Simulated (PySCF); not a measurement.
A structure optimised at B3LYP-D3(BJ)/def2-TZVPD, used in a PySCF frequency run:

```xyz
2

Mg     0.0000     0.0000    -1.3032
Cl     0.0000     0.0000     0.9199
```
Charge 0, spin multiplicity 2.

Write its SMILES, formula and point group.

[Mg][Cl], ClMg, C∞v

What are its rotational constants (standard atomic weights)?

7.0914 GHz (linear rotor, B only)
